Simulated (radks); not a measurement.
Results of a calculation; reference values are marked as such.
Q: Coherent X-ray form factor from a spherical all-electron density. Code: a radial shooting solver on a logarithmic mesh with Libxc functionals. Model: Dirac Kohn-Sham, PBE, spin-unpolarised, spherical densities, point nucleus.

| sin(theta)/lambda (1/angstrom) | f0 (electrons) |
|---|---|
| 0.05 | 26.903 |
| 0.1 | 26.613 |
| 0.15 | 26.142 |
| 0.2 | 25.504 |
| 0.25 | 24.718 |
| 0.3 | 23.809 |
| 0.4 | 21.722 |
| 0.5 | 19.449 |
| 0.6 | 17.178 |
| 0.8 | 13.153 |
| 1 | 10.188 |
| 1.25 | 7.881 |
| 1.5 | 6.594 |
| 2 | 5.206 |

The species is in the configuration that NIST lists as its ground one. Which atom or ion scatters so?

A: The rubidium ion Rb10+, [Ar] 3d9. Extrapolating in s^2 from the first two rows gives f0(0) = 27.0, near the electron count 27; among species with that count, the fall with angle is slower the higher Z, and the table is that of Z = 37; from so few rows the species is fixed only to a neighbour or two.
